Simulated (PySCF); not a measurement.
**Sb (antimony, neutral) across methods**

[Kr] 4d10 5s1 5p3 5d1, high-spin 6D determinant (an excited configuration). All numbers are calculated (PySCF 2.14, scalar relativity through the core potential, in aug-cc-pVTZ-PP with one added diffuse shell each of d, f type with ECP28MDF (6s5p5d3f, 67 functions)). The B2PLYP total includes its PT2 part (frozen core); its orbital energies are those of the SCF part.

| method | E (hartree) | mean ε 5s α (eV) | mean ε 5p α (eV) | mean ε 5d α (eV) | Σ⟨r²⟩ (bohr²) | ⟨S²⟩ |
| --- | --- | --- | --- | --- | --- | --- |
| PBE | -239.7278 | -17.833 | -9.020 | -0.942 | 96.42 | 8.751 |
| B2PLYP | -239.4679 | -21.646 | -11.243 | -1.422 | 98.86 | 8.752 |
| BHandHLYP | -239.6791 | -21.506 | -11.149 | -1.387 | 98.82 | 8.751 |
| wB97M-V | -239.7065 | -22.430 | -12.264 | -2.009 | 93.18 | 8.752 |
| PBE0 | -239.7540 | -19.773 | -10.204 | -1.246 | 95.67 | 8.752 |
| BLYP | -239.6702 | -17.648 | -8.792 | -0.828 | 100.2 | 8.751 |
| LDA | -239.3421 | -17.980 | -9.065 | -0.910 | 94.89 | 8.751 |
| UHF | -238.88188 | -24.937 | -13.305 | -1.992 | 97.32 | 8.754 |

Question: Estimate the same row for r2SCAN.

Answer: E (hartree) = -239.8441; mean ε 5s α (eV) = -18.676; mean ε 5p α (eV) = -9.479; mean ε 5d α (eV) = -0.874; Σ⟨r²⟩ (bohr²) = 95.97; ⟨S²⟩ = 8.753.

Energies and moments cover only the electrons outside the core potential. The outer electron is Rydberg-like, and this basis confines it to a smaller radius and binds it less than a complete one would.
